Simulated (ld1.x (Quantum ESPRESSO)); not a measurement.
**Reading a pseudo-wave (hydrogen (H))**

Columns: radius, all-electron u(r) and pseudo u(r) of the 1s shell (level -6.33 eV) of hydrogen in the configuration 1s1; PBEsol, scalar-relativistic, TM scheme, ld1.x (Quantum ESPRESSO) 7.5.

```tsv
r (bohr)	all-electron	pseudo
0.057	0.1012	0.0827
0.115	0.1927	0.1654
0.172	0.2721	0.2435
0.230	0.3432	0.3186
0.288	0.4055	0.3877
0.345	0.4587	0.4488
0.402	0.5049	0.5025
0.460	0.5453	0.5491
0.518	0.5797	0.5876
0.575	0.6082	0.6180
0.632	0.6319	0.6419
0.690	0.6517	0.6604
0.747	0.6673	0.6739
0.805	0.6796	0.6840
0.862	0.6886	0.6910
0.920	0.6948	0.6959
0.977	0.6984	0.6988
1.035	0.6999	0.6999
1.092	0.6993	0.6993
1.150	0.6968	0.6968
1.208	0.6928	0.6928
1.265	0.6874	0.6874
1.322	0.6808	0.6808
1.380	0.6730	0.6730
1.438	0.6642	0.6642
1.495	0.6548	0.6548
```

Q: How many radial nodes do the two functions have?

A: The all-electron 1s function has n − l − 1 = 0; the pseudo-wave has 0.

Q: At about which radius was the pseudo-wave matched?

A: 1.15 bohr. The columns agree to 0.0005 from 0.98 bohr on; several derivatives are matched, so the curves merge somewhat inside the radius.

Q: Is the pseudo-wave norm-conserving?

A: Yes: the TM scheme keeps the norm inside the radius equal to the all-electron one, which fixes the energy derivative of the logarithmic derivative at the level.
